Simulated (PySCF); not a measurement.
A calculated (LDA, PySCF 2.14, jorge-DZP-DKH, scalar relativity by spin-free X2C-1e) atom or ion has these occupied shells.

| shell | electrons | orbital energy (eV) | rms radius, mean of both spins (bohr) |
| --- | --- | --- | --- |
| 1s | 2 | -9497.6 | 0.0581 |
| 2s | 2 | -1154.5 | 0.246 |
| 2p | 6 | -1002.8 | 0.219 |
| 3s | 2 | -127.16 | 0.734 |
| 3p | 6 | -81.990 | 0.776 |
| 3d | 10 | -9.085 | 1.01 |
| 4s | 2 | -5.862 | 2.89 |

Task: Name the element and its charge.

Result: Zn (zinc, neutral), in [Ar] 3d10 4s2, closed-shell 1S.
